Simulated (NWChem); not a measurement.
System: trisilylamine (Si3NH9); SMILES [SiH3]N([SiH3])[SiH3]

```xyz
13

Si     1.7364    -0.2566    -0.0121
N      0.0000     0.0000    -0.0121
Si    -1.0905    -1.3755    -0.0120
Si    -0.6460     1.6321    -0.0123
H      2.1826    -1.0136     1.1974
H      2.1829    -1.0122    -1.2224
H      2.3832     1.0914    -0.0113
H     -0.2465    -2.6096    -0.0124
H     -1.9683    -1.3840     1.1982
H     -1.9690    -1.3837    -1.2217
H     -0.2139     2.3967    -1.2223
H     -2.1368     1.5183    -0.0125
H     -0.2142     2.3969     1.1976
```
Atoms are numbered in this order, from 1.

Computed with NWChem. Pople sets run with spherical d functions. All runs use the structure optimised with PBE0/def2-SVP. Static field.

Problem. Taking PBE0/aug-cc-pVDZ as the yardstick, which of these has the fewest basis functions while keeping “isotropic polarisability (bohr³)” within 5 % of it: PBE0/6-31+G*; PBE0/def2-SVP; PBE0/def2-SVPD; PBE0/6-31G*?

Solution. PBE0/def2-SVPD.
```
level             basis functions  isotropic polarisability (bohr³)  relative time (rough)
----------------  ---------------  --------------------------------  ---------------------
PBE0/6-31G*                    86                              70.8                      1
PBE0/6-31+G*                  102                              79.9                      2
PBE0/def2-SVP                 113                              77.8                      1
PBE0/def2-SVPD                164                              89.0                      3
PBE0/aug-cc-pVDZ              185                              90.8                      9
```

The yardstick is one finite set, not the basis-set limit.
